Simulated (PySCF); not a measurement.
**Bonding in `O=C(Cl)c1ccc(F)cc1`**

Compound: C₇H₄ClFO.
SMILES with atom numbers: `[O:1]=[C:2]([Cl:3])[c:4]1[cH:5][cH:6][c:7]([F:8])[cH:9][cH:10]1` (hydrogens: H11 on C5; H12 on C6; H13 on C9; H14 on C10)

Structure used (PBE0-D3(BJ)/def2-TZVP), in Å, numbered top down from 1:
```
atom  x, y, z in Å
O1     2.889    1.259   -0.400
C2     2.323    0.230   -0.240
Cl3    3.270   -1.284   -0.164
C4     0.867    0.064   -0.087
C5     0.241   -1.170    0.068
C6    -1.133   -1.244    0.200
C7    -1.864   -0.071    0.175
F8    -3.188   -0.139    0.301
C9    -1.272    1.171    0.023
C10    0.100    1.232   -0.108
H11    0.835   -2.074    0.086
H12   -1.642   -2.191    0.320
H13   -1.887    2.062    0.010
H14    0.602    2.184   -0.230
```

Bond orders from the PBE0/pcSseg-2 density (PySCF). The structure is a single PBE0-D3(BJ)/def2-TZVP conformer in the gas phase; no vibrational or solvent corrections.

(1) How far do the computed orders between heavy atoms stray from the drawn ones?

(2) Give the Mayer order of every bond, beside its length.

Results:

(1) The largest departure is 0.154, at C7–F8 (drawn single, 0.846), counting aromatic bonds as 1.5. Drawn single, order below 0.88: C2–Cl3 (0.854) and C7–F8 (0.846). The bonds drawn aromatic range from 1.38 to 1.46.

(2) 
```json
{"bond": "O1–C2", "drawn as": "double", "length (Å)": "1.185", "Mayer order": "1.950"}
{"bond": "C2–Cl3", "drawn as": "single", "length (Å)": "1.788", "Mayer order": "0.854"}
{"bond": "C2–C4", "drawn as": "single", "length (Å)": "1.473", "Mayer order": "1.096"}
{"bond": "C4–C5", "drawn as": "aromatic", "length (Å)": "1.392", "Mayer order": "1.392"}
{"bond": "C5–C6", "drawn as": "aromatic", "length (Å)": "1.382", "Mayer order": "1.390"}
{"bond": "C6–C7", "drawn as": "aromatic", "length (Å)": "1.382", "Mayer order": "1.462"}
{"bond": "C7–F8", "drawn as": "single", "length (Å)": "1.331", "Mayer order": "0.846"}
{"bond": "C7–C9", "drawn as": "aromatic", "length (Å)": "1.384", "Mayer order": "1.444"}
{"bond": "C9–C10", "drawn as": "aromatic", "length (Å)": "1.379", "Mayer order": "1.392"}
{"bond": "C10–C4", "drawn as": "aromatic", "length (Å)": "1.397", "Mayer order": "1.375"}
{"bond": "C5–H11", "drawn as": "single", "length (Å)": "1.081", "Mayer order": "1.011"}
{"bond": "C6–H12", "drawn as": "single", "length (Å)": "1.082", "Mayer order": "1.014"}
{"bond": "C9–H13", "drawn as": "single", "length (Å)": "1.083", "Mayer order": "1.019"}
{"bond": "C10–H14", "drawn as": "single", "length (Å)": "1.083", "Mayer order": "1.033"}
```

Bonds between the same two heavy elements. C–C: lowest C2–C4 (1.096, 1.473 Å), highest C6–C7 (1.462, 1.382 Å); in 1 of the 21 pairs the longer bond (by over 0.003 Å) has the higher order (by 0.02 or more).

**Question.** Sum the orders of all bonds at each heavy atom with more than one neighbour and set the sums beside the valence in the SMILES.

**Answer.** C2 3.900 (drawn 4), C4 3.863 (drawn 4), C5 3.793 (drawn 4), C6 3.866 (drawn 4), C7 3.752 (drawn 4), C9 3.855 (drawn 4), C10 3.800 (drawn 4). Orders between atoms that aren't bonded are not in these sums.

The Mayer order sums products of elements of PS (density times overlap matrix) between the two atoms' basis functions, so it depends on the basis set.
